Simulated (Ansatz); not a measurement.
Ansatz results at the PBE0-D4/def2-TZVP geometry: HOMO energy (B3LYP/def2-TZVPP) -7.53 eV; HOMO–LUMO gap (PBE0/def2-TZVPP) 7.46 eV; HOMO energy (PBE0/def2-TZVPP) -7.74 eV.

Each molecule was computed in one conformer, which needn't be the lowest.

Task: Which molecule gave them?
A. `C[SiH](F)CO`
B. `FC[O][ZnH]`
C. `C[O][Zn][F]`
D. `CNC(N)=O`

Result: B. The others give `C[O][Zn][F]`: -7.62, 6.43, -7.82; `C[SiH](F)CO`: -7.31, 8.01, -7.53; `CNC(N)=O`: -7.02, 7.99, -7.25.

B3LYP here is the variant with VWN-RPA as its local correlation; programs differ in this.
